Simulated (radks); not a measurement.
Results of a calculation; reference values are marked as such.
Excited configurations of Cd: one electron is placed in a higher orbital outside [Kr] 4d10 5s1. The ground configuration is [Kr] 4d10 5s2. Level of theory: Dirac Kohn-Sham, PBE, spin-unpolarised, spherical densities, finite nucleus; open shells are shared between the two j in proportion to 2j + 1; Fermi nuclear charge, rms radius 4.6087 fm (a radial shooting solver on a logarithmic mesh with Libxc functionals). Excitation = E - E(ground); binding = E(ion) - E, where the ion is the core of charge +1; n* = 1/sqrt(2 binding) in atomic units, and the quantum defect is n - n*. Eigenvalue and <r> are those of j = l + 1/2.

outer orbital  excitation (eV)  binding (eV)  quantum defect  eigenvalue (eV)  <r> (bohr)
5p                       4.659         4.615           3.283           -2.010       4.250
5f                       8.644         0.630           0.352           -0.366       29.35
6s                       6.635         2.639           3.729           -1.539       8.144
6p                       7.408         1.866           3.300           -1.042       10.74
6d                       8.244         1.030           2.365           -0.569       18.61
7p                       8.211         1.063           3.423           -0.648       19.78
7d                       8.587         0.686           2.547           -0.422       29.94

The Delta-SCF ionisation energy is 9.274 eV (NIST Atomic Spectra Database: 8.994 eV, measured). Self-interaction in the functional shifts the binding energies and quantum defects, so they are the method's values and not measured ones. Spin polarisation and multiplet splitting are left out, so open shells lie too high by an amount that depends on their filling.

Beside tabulated values, note that spin-unpolarised runs miss the spin-polarisation part of the exchange energy of open shells.
